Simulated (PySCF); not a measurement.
# Two-dimensional NMR puzzle

Compound of formula C$_{6}$H$_{18}$BN. Correlations simulated from computed shifts and the bond graph:

HSQC (one-bond C–H):
```tsv
δH	δC
2.23	47.1
0.87	25.2
-0.31	13.4
```

COSY cross peaks (H two or three bonds apart, from the bond graph; peaks can be absent where the dihedral angle is near 90°):
```tsv
δH	δH
1.60	-0.31
0.87	-0.31
```

HMBC (two and three bonds, from the bond graph):
```tsv
δH	δC
2.23	47.1
1.60	47.1, 25.2, 13.4
0.87	25.2, 13.4
-0.31	25.2
```

PySCF 2.14 calculation with HF/pcSseg-1 with gauge-including orbitals and structure optimised with PBE0-D3(BJ)/def2-SVP; relativity neglected, isolated molecule, equivalent nuclei averaged, a single conformation.

Referencing at the same level of theory: 1H, 13C against TMS.

Exchangeable hydrogens are left out of these lists.

Which molecule is this?

Answers

SMILES CC(C)[BH2-][N+](C)(C)C.

Numbering as in the mapped SMILES `[CH3:1][CH:2]([CH3:3])[BH2-:4][N+:5]([CH3:6])([CH3:7])[CH3:8]`. Hydrogens are named by the atom that carries them.

- δC 47.1 is C6/C7/C8, a methyl carbon bonded to N (δH 2.23).
- δC 25.2 is C1/C3, a methyl carbon (δH 0.87).
- δC 13.4 is C2, an sp3 CH bonded to B (δH -0.31).
- COSY links 1.60–-0.31, 0.87–-0.31.

The data come from this structure; uniqueness wasn't tested.

Hydrogens on boron are broadened and split by 11B (spin 3/2, 80 %) and 10B (spin 3). A carbon bonded to boron is broadened by the quadrupolar boron nucleus and is often missing from a measured spectrum. Shifts are as computed. Against solution values, carbons near 30 ppm lie about -0 ppm off and those near 130 ppm about +7 ppm. Of 1313 compounds with measured shifts, 239 miss one by over three times the rms of a fit or turn the order of signals round; such compounds aren't used in these exercises.
